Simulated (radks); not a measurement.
Results of a calculation; reference values are marked as such.
How relativity changes the ionisation of the gallium ion Ga3+ ([Ar] 3d10) to Ga4+ ([Ar] 3d9). Spin-unpolarised spherical Kohn-Sham, PBE, point nucleus unless stated (finite: rms radius 3.9973 fm), a radial shooting solver on a logarithmic mesh with Libxc functionals. A level marked "c x" has the speed of light scaled by that factor and shares open shells by 2j + 1; other Dirac levels either fill j = l - 1/2 first or share by 2j + 1.

level                               E(Ga3+) (hartree)  E(Ga4+) (hartree)  IE (eV)   HOMO  <r> HOMO (bohr)
non-rel.                                  -1922.46029        -1920.09700   64.308     3d           0.7839
scalar-rel.                               -1941.80313        -1939.45571   63.876     3d           0.7873
scalar-rel., finite nucleus               -1941.79252        -1939.44511   63.876     3d           0.7873
Dirac, 2j+1 shares                        -1941.88393        -1939.53655   63.875  3d5/2           0.7895
Dirac, low j first                        -1941.88393        -1939.54403   63.672  3d5/2           0.7895
Dirac, 2j+1 shares, finite nucleus        -1941.87331        -1939.52594   63.875  3d5/2           0.7895
Dirac, c x 0.85                           -1949.61324        -1947.27191   63.711  3d5/2           0.7916
Dirac, c x 1.5                            -1930.97189        -1928.61571   64.115  3d5/2           0.7863
Dirac, c x 100                            -1922.46218        -1920.09889   64.308  3d5/2           0.7839

NIST Atomic Spectra Database: 63.24 eV (measured). The relativistic part of the total energy of Ga3+ is -19.41 hartree (Dirac, 2j+1 shares, finite nucleus), 1 % of the non-relativistic value. Spin polarisation and multiplet splitting of open shells are left out at every level.

Beside tabulated values, note that spin-unpolarised runs miss the spin-polarisation part of the exchange energy of open shells.
